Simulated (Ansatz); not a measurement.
Z-matrix (Å, degrees):
```
C
C 1 1.3747
H 2 1.0829 1 122.66
C 2 1.4138 3 123.67 1 180.00
C 4 1.3648 2 112.19 3 -180.00
H 5 1.0796 4 128.10 2 180.00
H 4 1.0819 5 123.55 6 0.00
S 5 1.7019 6 120.58 4 -179.99
Si 1 1.8541 2 126.71 3 0.00
H 9 1.4851 1 107.21 2 0.00
H 9 1.4862 10 109.50 1 120.95
H 9 1.4862 10 109.50 11 118.11
```
Charge 0, spin multiplicity 1.

These are frozen-core CCSD(T)/cc-pVTZ // PBE0-D3(BJ)/def2-TZVP run with Ansatz (a program for electronic structure) values and carry that method's errors. The restricted HF reference is unstable towards unrestricted orbitals.

```
Item                            Value
----------------------  -------------
HF energy               -841.49268 Ha
MP2 correlation energy    -0.93816 Ha
```

Task: Estimate the CCSD correlation energy, the (T) correction, the total energy and the T1 diagnostic.

Result: 
```yaml
CCSD correlation energy: -0.97680 Ha
"(T) correction": -0.05222 Ha
CCSD(T) total energy: -842.52170 Ha
T1 diagnostic: 0.013
```
